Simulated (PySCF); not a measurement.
A PySCF script (with the pyscf-properties extension) for the NMR shieldings of SMILES C1C(C(C)C)CC=C1, C8H14, on a GFN2-xTB geometry:

```python
import basis_set_exchange as bse
import numpy as np
from pyscf import gto, dft
from pyscf.prop import nmr

atoms = """
C    -2.021438   -0.592365    0.849133
C    -1.050978    0.410072    0.225618
C    -1.735184    1.123098   -0.940168
C     0.231834   -0.287368   -0.238736
C     0.996135   -1.005060    0.893575
C     2.437474   -0.808583    0.532399
C     2.588271    0.099649   -0.414240
C     1.273878    0.671040   -0.853266
H    -2.288391   -1.358747    0.124233
H    -2.932900   -0.089477    1.165400
H    -1.582610   -1.077975    1.716407
H    -0.783667    1.156352    0.983474
H    -1.088747    1.882802   -1.371156
H    -2.650471    1.605801   -0.603799
H    -1.992405    0.408453   -1.719474
H    -0.039004   -1.031422   -0.995300
H     0.795601   -0.537397    1.862684
H     0.731635   -2.059991    0.972245
H     3.223935   -1.347612    1.032303
H     3.520283    0.441039   -0.831666
H     1.193585    0.733790   -1.939062
H     1.162752    1.683286   -0.451453
"""
names = dict.fromkeys(["C", "H"], "pcSseg-1")
basis = {el: gto.basis.parse(bse.get_basis(n, elements=[el], fmt="nwchem")) for el, n in names.items()}
mol = gto.M(atom=atoms, basis=basis, charge=0, verbose=0)
mf = dft.RKS(mol, xc="PBE0")
mf.grids.level = 2
mf.grids.alignment = dft.numint.BLKSIZE   # the property module wants whole blocks of grid points
mf.conv_tol = 1e-9
mf.kernel()

calc = nmr.RKS(mf)   # GIAO
C = mf.mo_coeff
Co = C[:, mf.mo_occ > 0]
resp = mf.gen_response(singlet=True, hermi=2)
def vind(x):   # induced exchange potential for any number of trial vectors
    d = np.einsum("pi,xij,qj->xpq", C, 2 * x.reshape(-1, C.shape[1], Co.shape[1]), Co, optimize=True)
    return np.einsum("xpq,pi,qj->xij", resp(d - d.transpose(0, 2, 1)), C, Co, optimize=True).ravel()
mo1, _ = nmr.rhf.solve_mo1(calc, with_cphf=vind)
sigma = calc.kernel(mo1)
for i, s in enumerate(sigma):   # ppm
    print("%2d %-2s %9.2f" % (i, mol.atom_pure_symbol(i), np.trace(s) / 3))
```

Problem. What does it print?

Solution. 
```
 0 C     162.46
 1 C     146.98
 2 C     162.42
 3 C     136.90
 4 C     143.89
 5 C      48.81
 6 C      48.83
 7 C     143.80
 8 H      31.09
 9 H      30.70
10 H      30.43
11 H      30.49
12 H      30.43
13 H      30.70
14 H      31.09
15 H      29.99
16 H      29.57
17 H      29.15
18 H      25.80
19 H      25.79
20 H      29.15
21 H      29.57
```

These numbers come from an equivalent density-fitted implementation of the same equations, which agrees with the script to about 0.01 ppm for H and up to a few tenths of a ppm for heavy atoms, so last digits may differ.

Problem. Turn these shieldings into chemical shifts. Shifts are taken against calculated references (same method and geometry level): 13C (186.93 ppm), 1H (31.72 ppm) vs TMS.

Solution. Averaging equivalent atoms: C 5/6: 138.1; C 3: 50.0; C 4/7: 43.1; C 1: 39.9; C 0/2: 24.5; H 18/19: 5.92; H 17/20: 2.57; H 16/21: 2.14; H 15: 1.73; H 11: 1.23; H 8/9/10/12/13/14: 0.97 ppm. 

Size and cost of the density-fitted run: 206 basis functions, 46 s wall time on 1 thread of an x86-64 server CPU, shared host.
